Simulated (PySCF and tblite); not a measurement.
Results of a calculation; reference values are marked as such.
Molecule: C₃H₇B, numbered as in [BH:1]1[CH2:2][CH2:3][CH2:4]1. The ring torsion 1–2–3–4 is restrained (values as reached) and the rest relaxed at GFN2-xTB.

```bash
OMP_NUM_THREADS=1 python ens_run.py task.json out
```

```json
{"job": {"smiles": "B1CCC1", "charge": 0, "mult": 1, "motion": "ring puckering", "atoms": [0, 1, 2, 3], "ring": [0, 1, 2, 3], "study": "scan", "drives": [{"terms": [["t", [0, 1, 2, 3], 1]], "values": [-40, -32, -24, -16, -8, 0, 8, 16, 24, 32, 40]}], "seed": 444, "jobs": [{"kind": "nmr", "xc": "PBE0", "basis": "pcSseg-2", "every": 1}, {"kind": "j", "xc": "B3LYP", "basis": {"default": "6-31G*", "H": "pcJ-1"}, "nuclei": ["H"], "every": 1}], "xc": "PBE0", "basis": "pcSseg-2", "kind": "scan"}, "charge": 0, "multiplicity": 1}
```

```
coordinate    xTB      DFT (kcal/mol)
   -37.90    3.773    0.321
   -31.00    2.012    0.000
   -23.30    0.945    0.364
   -15.60    0.273    0.443
    -7.90    0.027    0.736
     0.00    0.000    0.921
     7.90    0.028    0.736
    15.70    0.273    0.458
    23.30    0.945    0.347
    31.00    2.012    0.019
    37.90    3.775    0.362
```

Problem. How long did the task, with 22 DFT runs on 11 atoms, take on 1 thread of Intel Xeon Platinum 8488C, shared host (rough)?

Solution. About 5.3 min; peak memory 0.98 GiB. Times from shared hosts are rough.
